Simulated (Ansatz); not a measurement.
Rb₅H₄. The state is a doublet with charge 0. Geometry B3LYP-D4/def2-SVP; atoms count from 1.

```xyz
9

Rb   -1.156    4.315   -2.472
Rb   -1.745    0.360    1.023
Rb   -1.351   -4.460    1.877
Rb    2.992   -2.446    1.045
Rb    1.991    2.166   -1.171
H    -0.907    2.310   -0.691
H     1.254   -4.308    1.654
H    -2.468   -2.109    1.563
H     1.391    4.172   -2.829
```

In the def2 sets Rb takes a core potential; there is no spin–orbit coupling. Another isomer (doublet) lies 0.91 eV lower at PBE0-D4/def2-TZVP; other spin states weren't run for this one.

**Question.** Estimate the Mulliken populations from the PBE0/def2-TZVP orbitals of Ansatz.

**Answer.** 
| atom | charge (e) | spin (α − β) |
| --- | --- | --- |
| Rb1 | 0.32 | 0.05 |
| Rb2 | 0.65 | 0.00 |
| Rb3 | 0.51 | 0.02 |
| Rb4 | 0.26 | 0.54 |
| Rb5 | 0.49 | 0.33 |
| H6 | -0.62 | 0.01 |
| H7 | -0.56 | 0.03 |
| H8 | -0.56 | 0.01 |
| H9 | -0.50 | 0.01 |
Mulliken values and Mayer orders depend strongly on the basis.

**Question.** Where does the spin sit?

**Answer.** Summed by element: Rb 0.95, H 0.05, of 1 unpaired in all. Largest on single atoms: Rb4 0.54, Rb5 0.33, Rb1 0.05.

**Question.** And the Mayer bond orders between bonded heavy atoms (over 0.3)?

**Answer.** Rb4–Rb5 0.41 (5.21 Å).
